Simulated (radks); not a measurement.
Q: These are the eigenvalues of the occupied orbitals of an atom or ion with whole-number occupations (hartree). Calculated with a radial shooting solver on a logarithmic mesh with Libxc functionals: scalar-relativistic Kohn-Sham, PBE, spin-unpolarised, spherical densities, point nucleus.

orbital  eigenvalue
1s        -2344.403
2s        -415.8168
2p        -368.1857
3s        -109.9622
3p        -95.66760
3d        -78.53107
4s        -37.07000
4p        -32.20241
4d        -25.87862
4f        -18.85119

Which element is it, and in what charge state? The configuration may be excited.

A: Z = 71, lutetium, charge +20: Lu20+ in [Kr] 4d10 4f5. The list shows which subshells hold electrons but not how many an open one holds; the 1s level, -2344.4 hartree, gives Z - s = 68.5 by -(Z - s)^2/2, which with screening and relativity narrows Z to a few neighbours, and the depths of the outer levels then fix element, charge and occupations together.
